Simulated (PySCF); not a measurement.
**Si (silicon, neutral) across methods**

[Ne] 3s2 3p2, high-spin 3P determinant. Calculation: PySCF 2.14, in aug-cc-pV(T+d)Z with one added diffuse shell each of s, p, d, f type (7s6p5d3f, 71 functions); the non-relativistic Hamiltonian (point nucleus). The B2PLYP total includes its PT2 part (frozen core); its orbital energies are those of the SCF part.

| method | E (hartree) | mean ε 3s α (eV) | mean ε 3s β (eV) | mean ε 3p α (eV) | Σ⟨r²⟩ (bohr²) | ⟨S²⟩ |
| --- | --- | --- | --- | --- | --- | --- |
| PBE | -289.2272 | -11.238 | -9.712 | -4.611 | 32.11 | 2.004 |
| B2PLYP | -289.2591 | -14.227 | -11.561 | -6.424 | 32.06 | 2.007 |
| M06-L | -289.3615 | -11.646 | -9.715 | -4.627 | 31.45 | 2.005 |
| r2SCAN0 | -289.3455 | -13.105 | -10.758 | -5.847 | 31.77 | 2.010 |
| revPBE | -289.3197 | -11.208 | -9.639 | -4.605 | 32.08 | 2.005 |
| PBE0 | -289.2544 | -12.809 | -10.726 | -5.632 | 31.88 | 2.006 |
| r2SCAN | -289.3467 | -11.697 | -9.788 | -4.921 | 31.83 | 2.010 |
| UHF | -288.85670 | -16.880 | -12.618 | -8.199 | 32.24 | 2.016 |
| LDA | -288.2119 | -11.311 | -9.892 | -4.583 | 32.21 | 2.002 |
